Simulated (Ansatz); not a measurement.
One change: `CO[SiH2][NH][GeH3]` becomes `CO[SiH2][SnH3]`.

Ansatz, PBE0-D4/def2-TZVP geometries, multiplicity 1. Each molecule was computed in one conformer, which needn't be the lowest.

Elements past krypton have def2 core potentials. Scalar relativity is left out up to krypton.

```tsv
property	`CO[SiH2][NH][GeH3]`
size of the dipole moment (B3LYP/def2-TZVPP) / D	0.23
HOMO–LUMO gap (ωB97M-V/def2-TZVPP) / eV	11.81
LUMO energy (PBE0/def2-TZVPP) / eV	0.28
size of the dipole moment (ωB97M-V/def2-TZVPP) / D	0.24
HOMO–LUMO gap (B3LYP/def2-TZVPP) / eV	7.37
HOMO energy (PBE/def2-TZVPP) / eV	-6.21
```

(1) Give the same properties after the change, and the shifts. (Estimate.)

Answers

(1) Computed: 
| property | `CO[SiH2][SnH3]` | shift |
| --- | --- | --- |
| size of the dipole moment (B3LYP/def2-TZVPP) / D | 1.09 | 0.86 |
| HOMO–LUMO gap (ωB97M-V/def2-TZVPP) / eV | 10.77 | -1.04 |
| LUMO energy (PBE0/def2-TZVPP) / eV | -0.40 | -0.68 |
| size of the dipole moment (ωB97M-V/def2-TZVPP) / D | 1.08 | 0.84 |
| HOMO–LUMO gap (B3LYP/def2-TZVPP) / eV | 6.67 | -0.70 |
| HOMO energy (PBE/def2-TZVPP) / eV | -6.27 | -0.06 |

With PBE0 the HOMO rises by 0.13 eV and the LUMO falls by 0.68 eV, so the gap narrows by about 0.81 eV. PBE moves the HOMO by -0.06 eV and ωB97M-V by 0.42 eV. Dipoles are sizes alone; their direction can turn.

B3LYP here is the variant with VWN-RPA as its local correlation; programs differ in this.
